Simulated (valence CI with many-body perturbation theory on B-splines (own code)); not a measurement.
Ir⁶⁺: E2, M1 decay

Calculated by relativistic CI+MBPT: three valence electrons over a frozen Dirac-Fock core [Xe] 4f14, radial functions for each j: 9 s, 9 p, 10 d, 8 f, 5 g, 3 h, 1 i, with the one-electron correlation potential Σ1, the two-electron term Σ2, the three-electron term Σ3, Breit, model QED; selected CI, second order for the rest, scaled by the run's own slope (own B-spline code, finite nucleus).

No measured levels were compared; by estimate terms of the open shell hold to 2 to 4 % of their energy, and close levels can change places; different configurations can be misplaced against each other by 1,000 to 8,000 cm⁻¹. Core correlation moves these levels by up to 17000 cm⁻¹, and in measured spectra 5 to 20 % of such shifts remained as error; rates that hang on mixing are uncertain with them.

Lines 1 to 50 of 120 in falling wavelength, among levels below 279210 cm⁻¹, chosen from the decays that carry over 1 % of a level's rate. Wavelengths and rates use the calculated energies, so an error of 2000 cm⁻¹ moves a line at 1480 nm by 30 % and its rate by three times that or more. Electric multipoles are in the length gauge, E1 and E2 with the static RPA response of the core. S is in atomic units (e²a₀⁴ for E2 and M2, e²a₀⁶ for E3), for M1 in squared Bohr magnetons. Weak lines are less certain than strong ones. Lines between different terms over intervals too small for the method are left out, as are lines whose strength nearly cancels.

Levels are named by their leading jj configuration (3d3/2^4 stands for four electrons in 3d with j = 3/2), which in mixed levels can hold well under half, so a name can repeat and another be missing. Letters in brackets count levels of one name in rising energy.

| λ vac (nm) | Upper | Lower | Type | A (s⁻¹) | S (a.u.) |
| --- | --- | --- | --- | --- | --- |
| 3560 | (5d3/2^2 5d5/2) J=1/2 | (5d3/2^2 5d5/2) J=3/2 | M1 | 5.98e-01 | 2.00e+00 |
| 2885 | (5d3/2^2 5d5/2) J=9/2 | (5d3/2^2 5d5/2) J=7/2 | M1 | 6.97e-01 | 6.21e+00 |
| 1664 | (5d3/2^2 5d5/2) J=7/2 | (5d3/2^2 5d5/2) J=5/2 | M1 | 7.27e+00 | 9.93e+00 |
| 1480 | (5d5/2^3) J=9/2 | (5d3/2 5d5/2^2) J=11/2 | M1 | 1.30e+00 | 1.56e+00 |
| 1317 | (5d5/2^3) J=3/2 | (5d3/2 5d5/2^2) J=5/2 [b] | M1 | 1.29e+00 | 4.37e-01 |
| 1316 | (5d3/2 5d5/2^2) J=5/2 [b] | (5d3/2 5d5/2^2) J=3/2 [a] | M1 | 3.75e+00 | 1.90e+00 |
| 1241 | (5d3/2^2 5d5/2) J=5/2 | (5d3/2^3) J=3/2 | M1 | 1.91e+01 | 8.11e+00 |
| 1113 | (5d3/2^2 5d5/2) J=3/2 | (5d3/2^2 5d5/2) J=5/2 | M1 | 2.98e+00 | 6.10e-01 |
| 1103 | (5d3/2 5d5/2^2) J=11/2 | (5d3/2 5d5/2^2) J=9/2 | M1 | 5.10e+00 | 3.05e+00 |
| 920.5 | (5d3/2 5d5/2^2) J=9/2 | (5d3/2^2 5d5/2) J=9/2 | M1 | 2.10e+01 | 6.08e+00 |
| 871.9 | (5d3/2 5d5/2^2) J=5/2 [b] | (5d3/2 5d5/2^2) J=5/2 [a] | M1 | 2.56e+00 | 3.78e-01 |
| 800.8 | (5d3/2 5d5/2^2) J=5/2 [a] | (5d3/2^2 5d5/2) J=3/2 | M1 | 1.80e+01 | 2.06e+00 |
| 761.5 | (5d3/2 5d5/2^2) J=7/2 [a] | (5d3/2^2 5d5/2) J=7/2 | M1 | 1.57e+01 | 2.05e+00 |
| 738.1 | (5d3/2 5d5/2^2) J=3/2 [a] | (5d3/2^2 5d5/2) J=1/2 | M1 | 1.11e+01 | 6.63e-01 |
| 727.5 | (5d5/2^3) J=3/2 | (5d3/2 5d5/2^2) J=1/2 | M1 | 1.94e+01 | 1.10e+00 |
| 724.8 | (5d3/2 5d5/2^2) J=5/2 [b] | (5d3/2 5d5/2^2) J=7/2 [a] | M1 | 9.76e-01 | 8.27e-02 |
| 697.9 | (5d3/2 5d5/2^2) J=9/2 | (5d3/2^2 5d5/2) J=7/2 | M1 | 1.99e+01 | 2.51e+00 |
| 666.9 | (5d3/2 5d5/2^2) J=1/2 | (5d3/2^2 5d5/2) J=1/2 | M1 | 5.83e+01 | 1.28e+00 |
| 658.1 | (5d5/2^3) J=3/2 | (5d3/2 5d5/2^2) J=3/2 [a] | M1 | 3.46e+01 | 1.46e+00 |
| 646.8 | (5d3/2 5d5/2^2) J=5/2 [a] | (5d3/2^2 5d5/2) J=7/2 | M1 | 1.88e+00 | 1.13e-01 |
| 632.1 | (5d5/2^3) J=9/2 | (5d3/2 5d5/2^2) J=9/2 | M1 | 4.48e+01 | 4.19e+00 |
| 611.4 | (5d3/2 5d5/2^2) J=3/2 [a] | (5d3/2^2 5d5/2) J=3/2 | M1 | 5.94e+01 | 2.01e+00 |
| 611.0 | (5d3/2 5d5/2^2) J=5/2 [c] | (5d3/2 5d5/2^2) J=5/2 [a] | M1 | 1.19e+01 | 6.02e-01 |
| 587.6 | (5d5/2^3) J=9/2 | (5d3/2 5d5/2^2) J=7/2 [a] | M1 | 4.89e+01 | 3.67e+00 |
| 587.0 | (5d3/2^2 5d5/2) J=3/2 | (5d3/2^3) J=3/2 | M1 | 2.46e+01 | 7.39e-01 |
| 567.4 | (5d3/2 5d5/2^2) J=7/2 [b] | (5d3/2 5d5/2^2) J=5/2 [a] | M1 | 7.40e-01 | 4.01e-02 |
| 561.7 | (5d3/2 5d5/2^2) J=1/2 | (5d3/2^2 5d5/2) J=3/2 | M1 | 1.36e+00 | 1.79e-02 |
| 534.9 | (5d3/2 5d5/2^2) J=5/2 [c] | (5d3/2 5d5/2^2) J=7/2 [a] | M1 | 4.75e+00 | 1.62e-01 |
| 524.6 | (5d5/2^3) J=3/2 | (5d3/2 5d5/2^2) J=5/2 [a] | M1 | 3.45e+01 | 7.38e-01 |
| 522.4 | (5d3/2 5d5/2^2) J=7/2 [a] | (5d3/2^2 5d5/2) J=5/2 | M1 | 5.17e+01 | 2.19e+00 |
| 503.9 | (5d3/2^2 5d5/2) J=1/2 | (5d3/2^3) J=3/2 | M1 | 6.29e+00 | 5.97e-02 |
| 503.9 | (5d3/2^2 5d5/2) J=1/2 | (5d3/2^3) J=3/2 | E2 | 3.10e-01 | 1.80e+00 |
| 501.8 | (5d3/2 5d5/2^2) J=11/2 | (5d3/2^2 5d5/2) J=9/2 | M1 | 1.54e+01 | 8.64e-01 |
| 501.2 | (5d3/2 5d5/2^2) J=7/2 [b] | (5d3/2 5d5/2^2) J=7/2 [a] | M1 | 1.05e+01 | 3.91e-01 |
| 483.6 | (5d3/2 5d5/2^2) J=3/2 [b] | (5d5/2^3) J=3/2 | M1 | 3.41e+00 | 5.71e-02 |
| 465.8 | (5d3/2 5d5/2^2) J=5/2 [a] | (5d3/2^2 5d5/2) J=5/2 | M1 | 2.65e+00 | 5.97e-02 |
| 445.7 | (5d5/2^3) J=5/2 | (5d5/2^3) J=3/2 | M1 | 5.17e+00 | 1.02e-01 |
| 427.8 | (5d3/2 5d5/2^2) J=3/2 [b] | (5d3/2 5d5/2^2) J=5/2 [c] | M1 | 2.69e+01 | 3.13e-01 |
| 418.9 | (5d5/2^3) J=5/2 | (5d3/2 5d5/2^2) J=7/2 [b] | M1 | 2.73e+01 | 4.47e-01 |
| 417.4 | (5d3/2 5d5/2^2) J=5/2 [b] | (5d3/2^2 5d5/2) J=3/2 | M1 | 7.48e+00 | 1.21e-01 |
| 397.9 | (5d5/2^3) J=5/2 | (5d3/2 5d5/2^2) J=5/2 [c] | M1 | 6.20e+01 | 8.69e-01 |
| 394.7 | (5d3/2 5d5/2^2) J=3/2 [a] | (5d3/2^2 5d5/2) J=5/2 | M1 | 4.53e+01 | 4.13e-01 |
| 374.7 | (5d5/2^3) J=9/2 | (5d3/2^2 5d5/2) J=9/2 | M1 | 1.84e+00 | 3.60e-02 |
| 371.3 | (5d3/2 5d5/2^2) J=5/2 [b] | (5d3/2^2 5d5/2) J=7/2 | M1 | 4.19e+01 | 4.77e-01 |
| 353.7 | (5d3/2 5d5/2^2) J=3/2 [b] | (5d3/2 5d5/2^2) J=5/2 [b] | M1 | 4.30e+01 | 2.82e-01 |
| 346.6 | (5d3/2 5d5/2^2) J=5/2 [c] | (5d3/2^2 5d5/2) J=3/2 | M1 | 8.50e+00 | 7.87e-02 |
| 338.7 | (5d3/2 5d5/2^2) J=5/2 [a] | (5d3/2^3) J=3/2 | M1 | 7.15e-01 | 6.18e-03 |
| 337.6 | (5d3/2 5d5/2^2) J=7/2 [b] | (5d3/2^2 5d5/2) J=9/2 | M1 | 1.86e+01 | 2.12e-01 |
| 337.6 | (5d3/2 5d5/2^2) J=7/2 [b] | (5d3/2^2 5d5/2) J=9/2 | E2 | 7.67e-01 | 2.40e+00 |
| 333.0 | (5d5/2^3) J=5/2 | (5d3/2 5d5/2^2) J=5/2 [b] | M1 | 3.84e+00 | 3.15e-02 |
